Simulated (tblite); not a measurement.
C6H12F (doublet state).
Numbering: `[CH3:1][CH2:2][C:3]([CH3:4])[CH2:5][CH2:6][F:7]` (hydrogens: H8, H9, H10 on C1; H11, H12 on C2; H13, H14, H15 on C4; H16, H17 on C5; H18, H19 on C6)

Structure used (GFN2-xTB), in Å, numbered top down from 1:
```
atom  x, y, z in Å
C1    -1.499   -1.173    1.076
C2    -1.515   -0.231   -0.142
C3    -0.234    0.498   -0.326
C4    -0.115    1.905    0.133
C5     0.974   -0.225   -0.800
C6     1.993   -0.465    0.325
F7     3.112   -1.093   -0.173
H8    -1.276   -0.614    1.982
H9    -0.747   -1.947    0.951
H10   -2.469   -1.651    1.192
H11   -1.733   -0.838   -1.028
H12   -2.329    0.486   -0.015
H13   -0.132    1.975    1.228
H14    0.810    2.356   -0.217
H15   -0.954    2.503   -0.228
H16    0.698   -1.191   -1.226
H17    1.490    0.355   -1.575
H18    1.586   -1.117    1.103
H19    2.331    0.478    0.764
```

Calculated harmonic vibrations of the isolated species, GFN2-xTB (tblite), most abundant isotopes, no scaling. This tight-binding method is rough: wavenumbers can miss measured ones by several per cent, in bad cases by 10 to 20. One conformer, not necessarily the lowest. Open shells enter through the occupations alone, without spin polarisation, and single modes of such species can be off by tens of per cent.

Harmonic wavenumbers (cm⁻¹): 44.8, 66.5, 76.8, 99.1, 141.0, 224.4, 240.9, 318.2, 373.1, 426.3, 471.0, 795.2, 811.0, 820.7, 972.8, 988.7, 1000.7, 1003.7, 1029.8, 1034.3, 1056.2, 1063.4, 1174.2, 1228.6, 1244.2, 1258.5, 1296.9, 1317.0, 1327.5, 1340.7, 1397.4, 1399.3, 1449.9, 1467.9, 1471.0, 1475.5, 1489.8, 1500.4, 1504.0, 2890.4, 2909.9, 2921.4, 2951.8, 2959.2, 2970.0, 2979.4, 2991.8, 3030.8, 3033.5, 3038.1, 3044.6.

A = 3595, B = 1459, C = 1193 MHz; mass 103.092 u (most abundant isotopes); point group C1, symmetry number 1; spin multiplicity 2.

Question: Zero-point energy?

Answer: Half the sum of the wavenumbers: 36061 cm⁻¹ = 431.39 kJ/mol.

Question: What is S at 298.15 K and 1 bar for an ideal gas of classical rigid rotors and harmonic oscillators?

Answer: Translation 166.67, rotation 118.54, vibration 120.96, spin (R ln 2) 5.76: S = 411.9 J/(mol K).

Question: And Cp and H(298.15 K) − H(0)?

Answer: Cp = 142.53 J/(mol K), of which vibrations give 109.27 (their classical limit is 51 R = 424.0); H(298.15 K) − H(0) = 27.69 kJ/mol without the zero-point energy, 17.77 from vibrations.

Question: Which modes carry the vibrational entropy at 298.15 K?

Answer: 44.8 cm⁻¹: 21.07; 66.5 cm⁻¹: 17.80; 76.8 cm⁻¹: 16.61; 99.1 cm⁻¹: 14.53; 141.0 cm⁻¹: 11.67; 224.4 cm⁻¹: 8.05 J/(mol K); the other 45 give 31.23 together.

Question: Blend soft modes into free rotors: weight 1/[1 + (100 cm⁻¹/ν̃)⁴] for the oscillator and the rest for a rotor with moment μB/(μ + B), μ = h/(8π²ν), B = 10⁻⁴⁴ kg m². What vibrational entropy results?

Answer: 107.82 J/(mol K) in place of 120.96, which changes −T·S at 298.15 K by +3.92 kJ/mol.

Question: What must be added to the electronic energy to get the Gibbs energy at 298.15 K and 1 bar?

Answer: ZPE + [H(298.15 K) − H(0)] − T·S = 431.39 + 27.69 − 122.82 = 336.26 kJ/mol.

Question: How do the functions run with temperature in this model?

Answer: 
```
T (K)  S (J/(mol K))  Cp (J/(mol K))  H − H(0) (kJ/mol)  G − H(0) (kJ/mol)  ln q(vib)
  100          297.0            80.7               5.78             -23.92       2.14
  200          362.2           110.0              15.36             -57.08       4.93
  300          412.8           143.2              27.95             -95.89       7.42
  500          503.5           216.5              64.08            -187.66      12.08
  800          623.8           295.4             141.81            -357.24      18.76
 1000          693.7           330.7             204.60            -489.13      22.99
```

q(vib) and H(0) count from the zero-point level.

Hindered rotation and anharmonicity are outside this model. Other conformers, if any are populated, would add a mixing term that is left out. The structure is chiral; the term R ln 2 for an equal mix with its mirror image is left out.

The run took 0.59 s of wall time on an AMD EPYC 7B13 with one thread, shared host with 96 logical CPUs at a one-minute load of 41. This covers the Hessian and the dipole derivatives.
